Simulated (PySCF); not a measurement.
Cr(O)2(Cl)2, SMILES [Cr](=[O])([Cl])([Cl])=[O], singlet at its CAM-B3LYP/def2-SVP optimised geometry (Å):

```
5

Cr    -0.4181    -0.6544     0.0000
O      1.1037    -0.6544     0.0000
O     -0.9043    -1.3434    -1.2670
Cl    -1.1040    -1.7393     1.6779
Cl    -1.1037     1.3434     0.0000
```

Computed with CAM-B3LYP/def2-TZVP (PySCF 2.14.0). Cells within 0.4 Å of a nucleus heavier than hydrogen are left out (blank, or x).

Map of the electrostatic potential (hartree/e), clipped to [-0.08, 0.12] on the plane z = 0.0 Å:

```
|11111111111111000000000000000|
|11111111221111100000000000000|
|11111122333221100000000000000|
|11111234555432110000000000000|
|01112358999963210000000000000|
|01112489999997311000000000000|
|01113699999999621000000000000|
|00113999999999941110000000000|
|001149999xxx99952111000000000|
|001149999xxx99963211100000000|
|001139999xx999974321100000000|
|00112699999999997432110000000|
|11112499999999999754210000000|
|11112479999999999999731000000|
|11123589999999999999993000000|
|11123599999999999999995100000|
|11224699999xxx999xxx998100000|
|11224699999xxx999xxx998100000|
|111235999999xx9999xx996100000|
|11123479999999999999993000000|
|11112359999999999999841000000|
|11112246999999999965310000000|
|11111234689999998532110000000|
|00111122456899875321100000000|
|00001112234455543221100000000|
|00000111122333332211100000000|
|00000001111222222111100000000|
|00000000111111111111100000000|
|00000000011111111111100000000|
```
Scale: ten equal steps from -0.011 (start of '0') to 0.120 (end of '9'), in the order '0123456789'; x runs from -3.50 to 3.50, y from -3.50 (bottom) to 3.50 (top).
